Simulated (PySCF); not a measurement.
Excitations are Tamm–Dancoff values on a coarser integration grid. The basis has no diffuse functions, so Rydberg states are missing or too high.

Cartesian coordinates (Å):
SMILES: C=CC(C)C
```xyz
15

C      1.6206     1.3331    -0.9970
C      0.7974     0.8216    -0.0996
C     -0.1954    -0.2713    -0.3545
C     -1.6178     0.2240    -0.1017
C      0.1146    -1.4921     0.5092
H      2.3159     2.1237    -0.7476
H      1.6294     0.9774    -2.0211
H      0.8175     1.2045     0.9191
H     -0.1126    -0.5619    -1.4057
H     -2.3443    -0.5670    -0.2943
H     -1.8596     1.0740    -0.7399
H     -1.7379     0.5400     0.9372
H      1.1159    -1.8737     0.3093
H     -0.6016    -2.2934     0.3202
H      0.0579    -1.2390     1.5705
```
Charge 0, multiplicity 1.

**Question.** Estimate the S1 excitation (TDA), total energy and brightest of the four lowest singlets (TDA) that PBE-D3(BJ)/def2-TZVP // CAM-B3LYP-D3(BJ)/def2-TZVP run with PySCF returns for this input.

**Answer.** 
The S1 excitation (TDA) comes out as 6.91 eV. The total energy is -196.3278 Ha and the brightest of the four lowest singlets (TDA) is 7.46 eV.
